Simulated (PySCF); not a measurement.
**Ga³⁺ (gallium, charge +3) across methods**

[Ar] 3d10, closed-shell 1S. All numbers are calculated (PySCF 2.14, scalar relativity through the core potential, in aug-cc-pVDZ-PP with ECP10MDF).

```tsv
method	E (hartree)	mean ε 3s (eV)	mean ε 3p (eV)	mean ε 3d (eV)	Σ⟨r²⟩ (bohr²)	⟨S²⟩
B97-3	-257.3618	-189.99	-139.70	-56.748	11.99	0.000
PBE	-257.3123	-181.07	-132.42	-53.147	12.08	0.000
PBE0	-257.2914	-189.40	-139.22	-56.555	12.02	0.000
LDA	-256.8519	-180.61	-132.04	-53.041	12.12	0.000
wB97X-V	-257.3082	-190.40	-140.72	-58.956	12.03	0.000
BLYP	-257.2775	-181.07	-132.39	-53.091	12.11	0.000
UHF	-256.30826	-213.12	-158.39	-65.529	11.90	0.000
r2SCAN	-257.2051	-186.50	-136.14	-53.322	12.02	0.000
BHandHLYP	-257.1897	-197.72	-146.01	-59.922	11.99	0.000
```

Energies and moments cover only the electrons outside the core potential.
